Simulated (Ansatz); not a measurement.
C3H5, charge -1, singlet, at a GFN2-xTB geometry (a gas-phase anion, which may not be bound at this level); CCSD(T)/6-31G* (Ansatz, a program for electronic structure).

Here is a job for Ansatz.
Ansatz 0.2 input:
```yaml
crystal:
  periodic: [false, false, false]
  atoms:
    - {symbol: C, position_ang: [-0.01075075, 0.96016996, 0.09341244]}
    - {symbol: C, position_ang: [0.75577748, -0.34450835, 0.02662440]}
    - {symbol: C, position_ang: [-0.74825136, -0.36088374, 0.02184688]}
    - {symbol: H, position_ang: [-0.01259673, 1.43179750, -0.94199642]}
    - {symbol: H, position_ang: [1.25539163, -0.74361368, -0.87634220]}
    - {symbol: H, position_ang: [1.26166067, -0.70938769, 0.92963389]}
    - {symbol: H, position_ang: [-1.25179611, -0.73675342, 0.92164993]}
    - {symbol: H, position_ang: [-1.23331166, -0.77070990, -0.88424753]}
basis:
  gaussian:
    orbitals: 6-31G*
total_charge: -1
magnetization: {spin_polarized: false}
correlation: {method: ccsd_t}
```

Output, abridged:

```
Functional definition: HF
594 factors; integrals over basis functions are off by at most 7.2e-4 eV
mean field evaluation 1: about -3164.4113 eV, gradient 2.2e1 eV
mean field evaluation 2: about -3164.4136 eV, gradient 2.2e1 eV
mean field evaluation 4: about -3165.9709 eV, gradient 2.9e0 eV
mean field evaluation 8: about -3166.0013 eV, gradient 3.4e-4 eV
mean field evaluation 16: about -3166.0005 eV, gradient 1.4e-1 eV
mean field -3166.00130101 eV, -116.3484018192 hartree, gradient 4.4e-6 eV, S^2 0.000000; 0 other end points of the search recorded, 0 dependent functions left out
3 core orbitals not correlated
reference -3166.00130101 eV, -116.3484018192 hartree; 9, 9 occupied and 43, 43 virtual orbitals, 594 factors
second order -10.75544830 eV of doubles, -0.00000000 eV of singles
cycle   1  -11.24865780 eV  change   -4.9e-1 eV  update   7.4e-2
cycle   2  -11.58673711 eV  change   -3.4e-1 eV  update   2.2e-2
cycle   3  -11.63884427 eV  change   -5.2e-2 eV  update   8.6e-3
cycle   4  -11.63885878 eV  change   -1.5e-5 eV  update   2.5e-3
cycle   5  -11.63919915 eV  change   -3.4e-4 eV  update   1.2e-3
cycle   6  -11.63892854 eV  change    2.7e-4 eV  update   4.9e-4
cycle   7  -11.63873611 eV  change    1.9e-4 eV  update   1.6e-4
cycle   8  -11.63876237 eV  change   -2.6e-5 eV  update   5.4e-5
cycle   9  -11.63876054 eV  change    1.8e-6 eV  update   1.8e-5
perturbative correction -0.38881309 eV, -0.0142886176 hartree
Total energy: -3178.02887464 eV, -116.7904069976 hartree
```
